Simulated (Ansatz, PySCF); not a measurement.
H2P (SMILES [PH2]), doublet, geometry from GFN2-xTB. Base run: B3LYP/cc-pVTZ in PySCF.

PySCF was given this input:
```python
from pyscf import gto, scf, dft

mol = gto.M(
    atom='''
P     0.00459430    0.11426259    0.00271176
H    -1.02918573   -0.81790435    0.01890316
H     0.96027116   -0.89603443   -0.05957955
''',
    basis='cc-pvtz',
    spin=1,
    verbose=3,
)

mf = dft.UKS(mol)
mf.xc = 'b3lyp'
mf.kernel()
```

The same geometry, method and basis name were run in Ansatz (a quantum-chemistry and plane-wave program) and PySCF, at each program's defaults and at the settings that a row names. The base is PySCF at its defaults. Differences at the defaults can come from grids, fitting, cores and function types together.

| code and settings | ΔE vs base (mEh) | basis functions | E (Eh) | SCF cycles | dipole (D) |
|---|---|---|---|---|---|
| PySCF, defaults (exact integrals, its default grid, spherical functions) | 0.000 | 62 | -342.54030 | 8 | 0.62 |
| Ansatz, defaults (factorised integrals, its default grid, spherical functions) | 0.008 | 62 | -342.54029 | - | - |
| PySCF, density fitting with def2-universal-jkfit | -0.018 | 62 | -342.54032 | 8 | 0.62 |
| PySCF, fine grid | 0.000 | 62 | -342.54030 | 8 | 0.62 |
| Ansatz, high accuracy | 0.000 | 62 | -342.54030 | - | - |

Open shells are given as the SCF converged; they aren't shown to be the lowest states, and a large step between rows can be another state.
